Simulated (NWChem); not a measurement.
System: ditellurium (Te$_{2}$, triplet); SMILES [Te]=[Te]

Input file for NWChem:

```
start job
memory heap 200 mb stack 900 mb global 1100 mb
geometry units angstroms noautoz
  Te     0.000000     0.000000     1.281807
  Te     0.000000     0.000000    -1.281807
end
basis spherical
  * library def2-tzvp
end
ecp
  Te library def2-ecp
end
dft
  odft
  mult 3
  xc xpbe96 cpbe96
  iterations 150
  mulliken
end
task dft energy
```

Geometry: optimised at PBE0/def2-SVP, spin-unrestricted. No stability test was run on the SCF state. def2 effective core potentials on Te; no spin-orbit coupling.

**Question.** Predict the main results of this run. (PBE/def2-TZVP with def2 effective core potentials on Te, spin-unrestricted.) Quantities: energy (Ha); highest occupied level (eV); lowest empty minus highest occupied level, either spin (eV); <S²>.

**Answer.** 
```json
{
  "energy (Ha)": "-536.07",
  "highest occupied level (eV)": "-5.29",
  "lowest empty minus highest occupied level, either spin (eV)": "0.93",
  "<S²>": "2.00"
}
```
